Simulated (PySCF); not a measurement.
I₆Y₂, SMILES [I][Y]12([I])[Y]([I]2)([I])([I]1)[I] (connectivity only; charge and spin as stated), neutral, multiplicity 1.

The structure is a stationary point at B3LYP-D3(BJ)/def2-SVP. The multiplicity is an assumed one; other spin states were not compared. The def2 effective core potentials stand for the cores of I, Y; spin–orbit coupling is left out.

The numbers are results of PBE/def2-SVP (PySCF), not measurements.

Isolated molecule, no solvent.

| Item | Result |
|---|---|
| total energy | -1863.30604 hartree |
| point group | D2h |
| highest occupied level | -6.69 eV |
| lowest empty level | -3.96 eV |
| orbital gap | 2.72 eV |
| dipole moment | 0.00 D |
| quadrupole, principal values (traceless, Buckingham form, about the centre of nuclear charge) | -14.07, -6.83, 20.91 D·Å |
| mean static polarisability | 277.5 bohr³ (41.12 Å³) |
| polarisability, principal values | 209.0, 296.0, 327.6 bohr³ |
